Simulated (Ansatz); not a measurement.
Compare A (`C[CH]1[S][GeH2]1`) with its isomer B (`S[CH]1[CH2][GeH2]1`).

Gas-phase electronic energies from Ansatz, PBE0-D4/def2-TZVP geometries. CCSD(T)/CBS adds triple-zeta CCSD(T) − MP2 to the extrapolated MP2 energy (def2 sets, frozen cores). DFT in def2-TZVPP. B3LYP here is the variant with VWN-RPA as its local correlation; programs differ in this. For Ge outer-core shells are correlated without core-valence functions, which leaves a few kJ/mol of doubt a bond. Scalar relativity is left out up to krypton. One conformer a species, not always the lowest.

Which is lower in electronic energy at CCSD(T)/CBS, and by how much? (An estimate is asked.)

Ansatz gave: A, by 27.1 kcal/mol.

Give E(B) − E(A) in kcal/mol with B2PLYP, B3LYP-D4, CCSD(T)/def2-TZVPP, r2SCAN-D4, MP2/def2-TZVPP, PBE0-D4, PBE-D4. (An estimate is asked.)

The calculation gave: B2PLYP 27.7, B3LYP-D4 27.5, CCSD(T)/def2-TZVPP 27.0, r2SCAN-D4 27.9, MP2/def2-TZVPP 27.6, PBE0-D4 27.7, PBE-D4 27.2. None reverses the order clearly.

Largest T1 diagnostic: 0.012.

In def2-TZVPP, CCSD(T) changes the Hartree–Fock value by −2.2 kcal/mol (the triples alone add +0.1 kcal/mol) and MP2 by −1.6 kcal/mol.
